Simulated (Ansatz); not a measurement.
`[CH3][Ge]([F])([SiH3])[Cl]` + H₂O → `O[SiH3]` + `[CH3][GeH]([F])[Cl]`  (formal hydrolysis of the Si–Ge bond)

Computed with Ansatz on PBE0-D4/def2-TZVP structures; ΔE is electronic, products minus reactants. CCSD(T)/CBS adds triple-zeta CCSD(T) − MP2 to the extrapolated MP2 energy (def2 sets, frozen cores). This one scheme is used for every species. DFT in def2-TZVPP. For Ge outer-core shells are correlated without core-valence functions, which leaves a few kJ/mol of doubt a bond. Scalar relativity is left out up to krypton.

```csv
level,ΔE (kcal/mol),difference from CCSD(T)/CBS
LDA (SPW92),-12.7,2.5
PBE-D4,-10.9,4.3
ωB97X-V,-16.2,-1.0
PBE-QIDH,-15.9,-0.7
r2SCAN0,-16.2,-1.0
HF/def2-SVP,-20.3,-5.1
CCSD/def2-SVP,-16.5,-1.3
CCSD(T)/def2-SVP,-15.9,-0.7
HF/def2-TZVPP,-22.7,-7.5
SCS-MP2/def2-TZVPP,-18.4,-3.2
CCSD(T)/CBS,-15.2,0
```

Task: What do rigid-rotor, harmonic-oscillator terms from PBE0-D4/def2-TZVP frequencies (298.15 K, 1 bar) make of the CCSD(T)/CBS value? (An estimate is asked.)

Result: Computed: ΔZPE = 0.0 kcal/mol, ΔH = -16.4 kcal/mol, ΔS = 5 J/(mol·K), ΔG = -16.7 kcal/mol.

Largest T1 diagnostic among the species: 0.011.

From PBE to PBE0 (25 % exact exchange), in def2-TZVPP and without D4, ΔE moves by −1.6 kcal/mol. Leaving LDA and LC-ωPBE aside and taking each functional with its dispersion term where it has one, the values, not all of them listed here, spread over 6.6 kcal/mol, from B2PLYP to revPBE-D4.
